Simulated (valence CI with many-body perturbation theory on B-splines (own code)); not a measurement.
Dy60+ in brief

Method: valence CI with perturbative core correlation (CI+MBPT): four valence electrons over a frozen Dirac-Fock core [He], a basis of 9 s, 9 p, 8 d, 6 f, 3 g, 1 h functions for each j, with the one-electron correlation potential Σ1 (screened to all orders), the two-electron term Σ2, the three-electron term Σ3, Breit, model QED; selected single and double excitations, second order for the rest, scaled by the run's own slope (own B-spline code, finite nucleus).

The last digits are not significant, and no measured levels were compared; by estimate large intervals hold to a few tenths of a per cent, small ones and those within an open d or f shell to about a per cent.

Levels are named by their leading jj configuration (3d3/2^4 stands for four electrons in 3d with j = 3/2), which in mixed levels can hold well under half, so a name can repeat and another be missing.

Rates and lifetimes use the calculated energies. Strong lines usually hold to 10 to 20 %, long lifetimes can be off by a factor of two.

(1) What is the ground level?

(2) What is the ionisation energy?

(3) What are the static dipole polarisabilities of the lowest levels?

(4) Among levels below 8702.0 eV, which E1 lines absorb most strongly from the ground level?

(5) How well does LS coupling describe the low levels?

Answers

(1) (2s^2 2p1/2^2) J=0, composition 69 % 2s2.2p2 3P + 31 % 2s2.2p2 1S.

(2) 14145 eV; NIST lists 14144 ± 10 eV (theoretical).

(3) (2s^2 2p1/2^2) J=0 0.000147 bohr³, of which the core gives 3.74e-07.

(4) to (2s^2 2p1/2 3d3/2) J=1 at 0.1477 nm, f = 1.08; to (2s 2p1/2^2 3p1/2) J=1 at 0.1498 nm, f = 0.374; to (2s 2p1/2^2 3p3/2) J=1 at 0.1451 nm, f = 0.328.

(5) Among the lowest 20 levels the leading LS term, summed over configurations, holds 67 % on average. For single configurations the figures are 67 % in LS and 100 % in jj coupling. Terms mix most in the J = 1 level at 1160.6 eV, where the leading one holds 32 %.
